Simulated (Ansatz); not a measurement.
```xyz
13

C    -1.4350    0.6123   -1.3637
C    -1.7237    0.6453   -0.0657
Si   -0.4859    0.3420    1.2760
O     1.0029    0.0930    0.6292
Si    2.0846   -0.8837   -0.0625
F     1.7975   -0.9549   -1.6317
H    -2.1893    0.7919   -2.1246
H    -0.4330    0.4021   -1.7258
H    -2.7508    0.8606    0.2292
H    -0.3924    1.5127    2.1844
H    -0.8742   -0.8491    2.0798
H     1.9649   -2.2616    0.4642
H     3.4342   -0.3105    0.1112
```

Total charge 0; spin multiplicity 1.

(1) List the r2SCAN/def2-TZVPP orbital energies in eV (Ansatz). (Estimate.)

Results:

(1) Computed: Occupied: -1792.45, -1791.63, -666.17, -516.17, -273.42, -273.08, -142.71, -141.99, -97.63, -97.58, -97.53, -96.90, -96.83, -96.82, -31.31, -26.54, -20.10, -15.67, -14.82, -13.20, -12.05, -11.76, -11.40, -11.39, -10.37, -10.14, -10.06, -9.29, -8.76, -7.92, -7.77, -7.15. Lowest empty: -1.35, -0.25, 0.27, 1.06, 1.32, 1.73, 2.02, 2.48.
